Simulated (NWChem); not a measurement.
System: CH₃ClGeO; SMILES O=[CH][GeH2][Cl]

Here is an NWChem input.

```
start job
memory heap 200 mb stack 900 mb global 1100 mb
geometry units angstroms noautoz
  O      0.182291    -2.637644     0.294933
  C      0.617633    -1.522901     0.372572
  Ge    -0.570476     0.040141    -0.019251
  Cl     0.619833     1.832136     0.242054
  H      1.684441    -1.319920     0.661663
  H     -1.739805     0.086898     0.973928
  H     -1.058597    -0.008697    -1.473643
end
basis spherical
  O library sto-3g
  C library sto-3g
  Ge library sto-3g
  Cl library sto-3g
  H library sto-3g
end
dft
  xc xpbe96 cpbe96
  iterations 150
  mulliken
end
task dft energy
```

The geometry was optimised at PBE0/def2-SVP.

**Question.** Give the results of this calculation. (PBE/STO-3G.) Quantities: basis functions; energy (Ha); highest occupied level (eV); orbital gap (eV); dipole (D).

**Answer.** number of basis functions: 40
energy (Ha): -2621.16
highest occupied level (eV): -2.85
orbital gap (eV): 3.26
dipole (D): 1.54
